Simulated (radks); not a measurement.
Results of a calculation; reference values are marked as such.
Problem. The iridium anion Ir-, configuration [Xe] 4f14 5d8 6s2. Code: a radial shooting solver on a logarithmic mesh with Libxc functionals. Model: scalar-relativistic Kohn-Sham, PBE, spin-polarised, spherical densities, finite nucleus; open shells are filled with parallel spins first (spin-orbit coupling, left out, can overturn this in heavy ions); Fermi nuclear charge, rms radius 5.4032 fm; hard spherical wall at 2 bohr. Some entries of the table are withheld. Estimate them.

| orbital | occ. | eigenvalue (hartree) | r(max) (bohr) |
|---|---|---|---|
| 1s up | 1 | -2792.988 | 0.01082 |
| 1s down | 1 | -2792.988 | 0.01082 |
| 2s up | 1 | -485.6990 | 0.06231 |
| 2s down | 1 | -485.6904 | 0.06231 |
| 2p up | 3 | -421.5958 | 0.05138 |
| 2p down | 3 | -421.5887 | 0.05138 |
| 3s up | 1 | -111.0382 | 0.1757 |
| 3s down | 1 | -111.0350 | 0.1757 |
| 3p up | 3 | -92.28699 | 0.1746 |
| 3p down | 3 | -92.28339 | 0.1746 |
| 3d up | 5 | -71.59556 | 0.1422 |
| 3d down | 5 | -71.58930 | 0.1422 |
| 4s up | 1 | -21.13207 | 0.3975 |
| 4s down | 1 | -21.12355 | 0.3976 |
| 4p up | 3 | -14.99147 | 0.4179 |
| 4p down | 3 | -14.98365 | 0.4179 |
| 4d up | 5 | -7.44384 | 0.4271 |
| 4d down | 5 | -7.43494 | 0.4271 |
| 5s up | 1 | -0.80661 | 0.9136 |
| 5s down | 1 | -0.75740 | 0.9113 |
| 5p up | 3 | 0.76223 | 1.032 |
| 5p down | 3 | 0.81851 | 1.029 |
| 4f up | 7 | 0.89993 | 0.3981 |
| 4f down | 7 | 0.91379 | 0.3980 |
| 5d up | 5 | 2.84308 | 1.206 |
| 5d down | 3 | 2.90377 | 1.205 |
| 6s up | 1 | (1) | 1.517 |
| 6s down | 1 | (2) | 1.517 |
| 5f up | 0 | 5.31951 | 1.369 |
| 5f down | 0 | 5.37730 | 1.370 |
| 6p up | 0 | 6.66547 | (3) |
| 6p down | 0 | 6.70640 | (4) |
| 7s up | 0 | 14.44228 | (5) |
| 7s down | 0 | 14.48345 | (6) |

Solution. 
(1) 6s up eigenvalue (hartree): 5.20047
(2) 6s down eigenvalue (hartree): 5.24367
(3) 6p up r(max) (bohr): 1.559
(4) 6p down r(max) (bohr): 1.559
(5) 7s up r(max) (bohr): 1.707
(6) 7s down r(max) (bohr): 1.707
